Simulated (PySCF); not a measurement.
The vertical singlet excitations below were computed for one of the candidates. Method used: TDDFT CAM-B3LYP/def2-SVPD, vertical, gas phase, core orbitals frozen in the response (PySCF 2.14.0, density-fitted response routines). Geometries: PBE0-D3(BJ)/def2-SVP, one conformer each.

| state | ν̃ (cm⁻¹) | f | main configurations (H = HOMO, L = LUMO) |
| --- | --- | --- | --- |
| S1 | 48350 | 0.0085 | H→L+2 (38%), H→L+4 (19%), H→L+3 (17%) |
| S2 | 49210 | 0.065 | H→L (35%), H→L+1 (30%), H→L+4 (12%) |
| S3 | 53220 | 0.0064 | H→L (50%), H→L+4 (16%), H→L+1 (9%) |
| S4 | 56230 | 0.089 | H→L+3 (43%), H→L+2 (19%), H→L+1 (19%) |
| S5 | 56540 | 0.0015 | H-1→L+2 (35%), H-1→L+4 (19%), H-1→L+3 (17%) |
| S6 | 58470 | 0.0020 | H→L+2 (34%), H→L+4 (24%) |

Orbital energies (eV): HOMO-3 -10.34, HOMO-2 -9.92, HOMO-1 -9.13, HOMO -8.06, LUMO 1.13, LUMO+1 1.34, LUMO+2 1.46.

Problem. Which structure fits?
A. `FC1(F)CC12CCC2`
B. `C#CC1=CC=CO1`
C. `C([C@@H]1[C@H](F)C1)[S@](=O)C`

Solution. C. Its S1 lies at 5.99 eV; the nearest of the others has S1 at 5.19 eV. S1 is HOMO→LUMO+2 (38%), HOMO→LUMO+4 (19%), HOMO→LUMO+3 (17%). Löwdin shares by element: HOMO oxygen 52%, sulfur 30%, carbon 13% or more; LUMO sulfur 36%, hydrogen 18% or more, carbon 14% or more (atoms not listed hold the other 32%). At the same level the other candidates give, for their lowest levels:
- `FC1(F)CC12CCC2`: 7.84 eV (f 0.022); 8.22 eV (f 0.003); 8.29 eV (f 0.001); 8.35 eV (f 0.003); 8.51 eV (f 0.047); HOMO -9.34, LUMO 1.33 eV
- `C#Cc1ccco1`: 5.19 eV (f 0.366); 5.48 eV (f 0.000); 5.96 eV (f 0.000); 6.40 eV (f 0.010); 6.55 eV (f 0.002); T1 3.32 eV; HOMO -7.72, LUMO 0.19 eV

Conformer computed: `[CH3:1][S@@:2](=[O:3])[CH2:4][C@H:5]1[CH2:6][C@H:7]1[F:8]`: C1–S2–C4–C5 -172°, S2–C4–C5–C6 -161°.
Triplets come from the Tamm–Dancoff approximation.
